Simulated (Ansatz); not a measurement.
The cluster NaLi₆⁺. Charge 1, multiplicity 1. Geometry PBE/def2-TZVP; atoms count from 1.

Cartesian coordinates in Å:
```
Li 1.9928 -1.6657 -1.8559
Li 1.1275 1.2059 -1.2921
Li 0.6340 -0.5257 0.8093
Li -1.0062 -1.2550 -1.3236
Li 1.2672 2.5497 1.4434
Li -1.4496 1.3238 0.6950
Na -2.5658 -1.6330 1.5240
```

The restricted singlet is unstable towards broken spin symmetry in Hartree–Fock (as tested in another run); at PBE0/def2-TZVP this wasn't settled. Another isomer (singlet) lies 0.25 eV lower at PBE0/def2-TZVP; other spin states weren't run for this one.

Q: Estimate the Mulliken populations from the PBE0/def2-TZVP orbitals of Ansatz.

A: 
| atom | charge (e) |
| --- | --- |
| Li1 | 0.21 |
| Li2 | 0.12 |
| Li3 | -0.09 |
| Li4 | 0.12 |
| Li5 | 0.21 |
| Li6 | 0.12 |
| Na7 | 0.31 |
Mulliken values depend strongly on the basis.

Q: And the Mayer bond orders between heavy atoms (over 0.3)?

A: Li1–Li2 0.32 (3.05 Å); Li1–Li4 0.31 (3.07 Å); Li2–Li3 0.31 (2.77 Å); Li2–Li5 0.32 (3.05 Å); Li3–Li4 0.33 (2.79 Å); Li3–Li6 0.33 (2.79 Å); Li5–Li6 0.31 (3.07 Å).
